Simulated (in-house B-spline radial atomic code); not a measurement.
A fraction x of an electron is removed from 3d in the chromium ion Cr⁵⁺, starting from [Ar] 3d1 and keeping the highest spin. All numbers are computed (non-relativistic SCAN, spin-polarised, spherical fractional occupations; point nucleus) with a radial B-spline atomic code at the basis-set limit, not measured.

```json
{"x": "0", "E(x) - E(0) (eV)": "0.0000", "3d up level (eV)": "-79.623"}
{"x": "0.1", "E(x) - E(0) (eV)": "8.0688", "3d up level (eV)": "-81.756"}
{"x": "0.18", "E(x) - E(0) (eV)": "14.6779", "3d up level (eV)": "-83.473"}
{"x": "0.26", "E(x) - E(0) (eV)": "21.4248", "3d up level (eV)": "-85.201"}
{"x": "0.48", "E(x) - E(0) (eV)": "40.6959", "3d up level (eV)": "-90.003"}
{"x": "0.5", "E(x) - E(0) (eV)": "42.5004", "3d up level (eV)": "-90.443"}
{"x": "0.54", "E(x) - E(0) (eV)": "46.1357", "3d up level (eV)": "-91.326"}
{"x": "0.64", "E(x) - E(0) (eV)": "55.3790", "3d up level (eV)": "-93.542"}
{"x": "0.81", "E(x) - E(0) (eV)": "71.6035", "3d up level (eV)": "-97.342"}
{"x": "0.94", "E(x) - E(0) (eV)": "84.4485", "3d up level (eV)": "-100.277"}
{"x": "1", "E(x) - E(0) (eV)": "90.5060", "3d up level (eV)": "-"}
```

The exact functional would give a straight line between the two integer points. Deviations E(x) - E(0) - x[E(1) - E(0)], in eV: -0.982 at x = 0.1, -1.613 at x = 0.18, -2.107 at x = 0.26, -2.747 at x = 0.48, -2.753 at x = 0.5, -2.738 at x = 0.54, -2.545 at x = 0.64, -1.706 at x = 0.81, -0.627 at x = 0.94.

The curve lies below the straight line by up to 2.753 eV (at x = 0.5): convex, the delocalisation error that favours fractional charges.

Problem. How well does Slater's transition state (minus the level at half occupation) give the ionisation energy?

Solution. It gives 90.443 eV against 90.506 eV from the two total energies; NIST lists 90.63 eV, ground level to ground level.
